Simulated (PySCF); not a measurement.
A run for PySCF: R-B3LYP/3-21G on C3H7Cl (a complex), monomers drawn apart or pushed together.

```python
from pyscf import gto, scf, dft, mp
from pyscf.data.elements import chemcore

mol = gto.M(
    atom='''
    Cl    0.24084967    0.21108879    0.53839579
    H     0.54917045    0.09146556    1.79286712
    C     1.10134236   -0.53501764    4.29928747
    C     0.19246890    0.42453716    4.45315046
    C    -1.28711027    0.21776138    4.45508775
    H     0.81287195   -1.57284374    4.17381494
    H     2.16185088   -0.31860169    4.30889621
    H     0.53267565    1.44895498    4.58093473
    H    -1.75916217    0.79159128    3.65285656
    H    -1.54566032   -0.83321113    4.32286142
    H    -1.72499737    0.56767610    5.39379355
    ''',
    basis='3-21g',
    charge=0, spin=0, verbose=3, max_memory=1800)
mf = dft.RKS(mol, xc='b3lyp')
mf.conv_tol = 1e-8
mf.max_cycle = 100
mf.kernel()
if not mf.converged:
    mf = mf.newton().run(mf.mo_coeff, mf.mo_occ)
```

Task: What total energy does the run end on?

Result: -575.8631 hartree.
